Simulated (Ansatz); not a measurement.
The same ligand exchange along the group Si, Ge, Sn.

Computed with Ansatz on PBE0-D4/def2-TZVP structures; ΔE is electronic, products minus reactants. CCSD(T)/CBS is the MP2 limit (def2-TZVPP, def2-QZVPP) plus CCSD(T) − MP2 in def2-TZVPP, frozen cores. Small cases extrapolate CCSD(T) itself. DFT in def2-TZVPP. def2 core potentials past Kr. For Ge, Sn outer-core shells are correlated without core-valence functions, which leaves a few kJ/mol of doubt a bond. Scalar relativity is left out up to krypton. Each species was taken in one conformer, which may not be the lowest.

```tsv
reaction	CCSD(T)/def2-SVP (eV)	B97M-V (eV)	PBE-D4 (eV)
`F[Si]Cl` + NH₃ → `N[Si]F` + HCl	0.14	0.26	0.29
`[F][Ge][Cl]` + NH₃ → `[NH2][Ge][F]` + HCl	0.42	0.61	0.60
`[F][Sn][Cl]` + NH₃ → `[NH2][Sn][F]` + HCl	0.88	1.02	0.96
```

Q: Give the CCSD(T)/CBS values in the same order. (Estimate.)

A: Ansatz gave: 0.23, 0.51, 0.92 eV.

Largest T1 diagnostic: 0.017, for `[NH2][Sn][F]`.

Extrapolated directly: `F[Si]Cl` + NH₃ → `N[Si]F` + HCl.
